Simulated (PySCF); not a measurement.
A structure optimised at PBE-D3(BJ)/def2-TZVP, used in a PySCF frequency run:

```
Hf
F 1 1.8542
F 1 1.8542 2 106.93
F 1 1.8542 2 106.93 3 -114.27
```
Charge +1, spin multiplicity 1.

Write its SMILES, formula and point group.

[F][Hf+]([F])[F], F₃Hf, C3v

What are its rotational constants (standard atomic weights)?

4.8125, 4.8125, 2.9958 GHz
